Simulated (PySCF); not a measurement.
**UHF on K (potassium, neutral)**

Configuration: [Ar] 3d1, 2D determinant (an excited configuration). All numbers are calculated (PySCF 2.14, the non-relativistic Hamiltonian (point nucleus), in def2-QZVPPD).

| Quantity | Value |
| --- | --- |
| Total energy | -599.042813 hartree |
| One-electron energy | -823.6923 hartree |
| Hartree (Coulomb) energy | 257.3340 hartree |
| Exchange energy | -32.6846 hartree |
| Kinetic energy | 599.12959 hartree |
| ⟨S²⟩ | 0.7503 |
| ⟨L²⟩ | 6.002 |
| Sum of ⟨r⟩ | 19.29 bohr |
| Sum of ⟨r²⟩ | 48.42 bohr² |
| Traceless quadrupole moment −½Σ⟨3z² − r²⟩ along its main axis | 8.18 e·bohr² |
| Density at the nucleus (Gaussians lack the cusp) | 4500 bohr⁻³ |
| Spin density at the nucleus | -0.0650 bohr⁻³ |
| Langevin diamagnetic susceptibility | -38.3 ×10⁻⁶ cm³/mol |

```
shell  electrons  mean orbital energy (eV)  spread (eV)  rms radius, mean of both spins (bohr)
 1s β          1                   -3633.7            0                                 0.0944
 1s α          1                   -3633.7            0                                 0.0944
 2s β          1                   -394.29            0                                  0.420
 2s α          1                   -394.29            0                                  0.420
 2p β          3                   -313.49        0.011                                  0.388
 2p α          3                   -313.48        0.016                                  0.388
 3s α          1                   -47.440            0                                   1.37
 3s β          1                   -47.393            0                                   1.37
 3p α          3                   -25.935        0.005                                   1.56
 3p β          3                   -25.818        0.189                                   1.56
 3d α          1                    -0.710            0                                   5.36
```

Spin-orbit constants ζ (cm⁻¹) from the X2C one-electron operator on these orbitals (non-relativistic here): bare nucleus, nucleus screened by l(l+1)(2l+1)/3 electrons, and screened by the Breit-Pauli mean field of the electrons.

```tsv
shell	bare	screened nucleus	mean field
2p	16560	14820	14020
3p	1408	1260	1179
3d	4.216	1.997	0.6233
```

To first order the Landé constant is A = 0.6233 cm⁻¹, so the lowest level has J = 3/2 and lies 0.000116 eV below the centre of the term.
